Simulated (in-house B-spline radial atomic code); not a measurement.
RPA and G0W0 on BLYP: neutral phosphorus

Configuration [Ne] 3s2 3p3, highest spin, mean-field start BLYP. Computed with a B-spline radial code for spherical atoms: all electrons, scalar-relativistic (spin-free one-electron X2C), finite nucleus, each spin shell either full or empty, empty states to l = 9 with an (l + 1/2)⁻⁴ tail; G0W0 by contour deformation at full frequency.

Command:
```bash
python run_gw.py task.json out
```
Settings (radii: box in bohr, nucleus in fm):
```
Z                        15
electrons                15
configuration            [Ne] 3s2 3p3
hamiltonian              x2c
method                   b88,lyp
lmax                     9
rms_radius               3.1889
spin_polarised           True
box_radius               40
intervals                74
```

Time taken, with all properties: 2 s on 1 thread of Arm Neoverse V2, with other jobs on the host.

Energies (hartree):

```
                                     term       value
                         mean-field total  -342.10647
Hartree-Fock functional on these orbitals  -341.52397
                      direct second order     -1.0147
                    second-order exchange     0.37365
                         SOSEX correction     0.32999
```

What is the RPA correlation energy, and what remains with SOSEX?

RPA gives -0.86211 hartree (-1.56 eV per electron); RPA + SOSEX gives -0.53212, and the second-order doubles -0.64107 hartree (no singles). SOSEX takes back 38 % of the RPA value.

Quasi-particle levels (eV):

```tsv
level	occupied	mean field	Σx - vxc	Σc	QP weight	G0W0
3p up	yes	-5.956	-4.58	?	?	?
3p down	no	-3.940	5.75	-3.00	0.824	-1.185
```

G0W0 = mean field + (Σx - vxc) + Σc, with Σc (partial-wave tail included) taken at the quasi-particle energy. Only the outer levels were computed. Levels of low weight are left out.

Where does G0W0 put 3p up?

At -9.960 eV, with Σc = 0.57 eV and a quasi-particle weight of 0.757. The tabulated removal energy is 10.487 eV (NIST, measured); the calculation leaves out spin-orbit coupling, Breit and QED terms, and what these don't explain is the method's own error.
